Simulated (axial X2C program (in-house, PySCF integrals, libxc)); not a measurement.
What spin–orbit coupling does to CaP⁻

All values were computed with an in-house all-electron X2C program for linear molecules (integrals from PySCF). Spin-free means the one-electron spin-free X2C Hamiltonian; two-component (2c) means X2C with spin–orbit coupling and atomic mean-field two-electron Coulomb and Gaunt terms, so the difference of the two also holds small scalar two-electron terms. Basis: Ca dyall-acv3z [12s13p7d5f], P dyall-av3z [9s8p3d2f] (cores contracted in-house); Gaussian nuclei, density fitting, unrestricted open shells. Masses: Ca 39.963 u, P 30.974 u.

Spin-free state: M_S = 1, Λ = 1 (beyond evenly filled blocks: σα, π+α, π+β, π-α); fragments Ca + P-.

```csv
level,Re (Å),ωe (cm⁻¹),De (eV),μ (D)
PBE0,2.613,314.0,1.813,-1.68
PBE50,2.616,312.0,1.691,-2.06
```

Dipoles are positive if P is the positive end and refer to the centre of mass.

Two-component determinant lowest at the distance of the search:

Ω = 2 (⟨Sz⟩ = 1.00, ⟨Lz⟩ = 1.00 at PBE0); fragments Ca + P-.

```
level  Re (Å)  ωe (cm⁻¹)  De (eV)  μ (D)
 PBE0   2.613      314.0    1.824  -1.67
PBE50   2.616      311.9    1.702  -2.05
```

Problem. From the two tables, how do the constants change at the PBE0 level (2c against spin-free)?

Solution. At the PBE0 level Re is unchanged within 0.001 Å and ωe is unchanged to within 0.2 cm⁻¹; De is not compared, since the atomic limits differ or miss part of their spin–orbit lowering.

Occupations by symmetry block were frozen at the best pattern of an incomplete PBE0 search. Dissociation energies refer to the lowest single-determinant-based atoms at the same level and basis. Density functionals use the spin component along the axis (collinear). In 2c an atomic determinant is not the ground J level, so De misses part of the atomic spin–orbit lowering. This holds for PBE0, PBE50. Other states lie close and PBE0, whose exact exchange favours high spin, may order them wrongly; the determinant shown need not be the ground state. The nearest other spin-free determinant of the search, M_S = 0, Λ = 1, lies 0.06 eV up at the distance of the search. The functionals have no current-density term, which raises determinants with orbital currents, atoms included. With several unpaired electrons one determinant need not be a pure state. A state of lower Ω lies just above, and one determinant can place such states too high, so the state shown need not be the lowest. The search has Ω = 1 only 0.06 eV up. Open-shell Ω = 0 determinants with evenly filled partner blocks cannot be reached by this program, so the Ω shown need not be the lowest component. The highest occupied level of some functionals is positive through self-interaction error; at Hartree–Fock it is bound.
